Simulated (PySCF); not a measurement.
ZnF, SMILES [F][Zn+], charge +1.

Geometry optimised at B3LYP-D3(BJ)/def2-TZVPD. The spin state was assumed, not searched.

Two levels are set side by side: PBE/def2-TZVPD (PySCF) and PBE0/def2-TZVPD (PySCF). Same geometry, gas phase. Differences are taken from unrounded values.

```
quantity                       PBE0     PBE  PBE minus PBE0
---------------------------  ------  ------  --------------
orbital gap (eV)               5.16    2.40           -2.76
highest occupied level (eV)  -17.03  -15.39            1.64
lowest empty level (eV)      -11.87  -12.98           -1.11
mean polarisability (bohr³)    14.2    15.8             1.6
```

PBE's occupied levels lie high since its potential decays too fast outside the molecule; exact exchange lowers them and widens the gap. PBE's more diffuse valence density responds more strongly to a field. Differences between two approximate levels are no errors against the true value.

Rough cost on one machine, each run with all the roots and properties that it gave: PBE0 against PBE within a factor of 2.
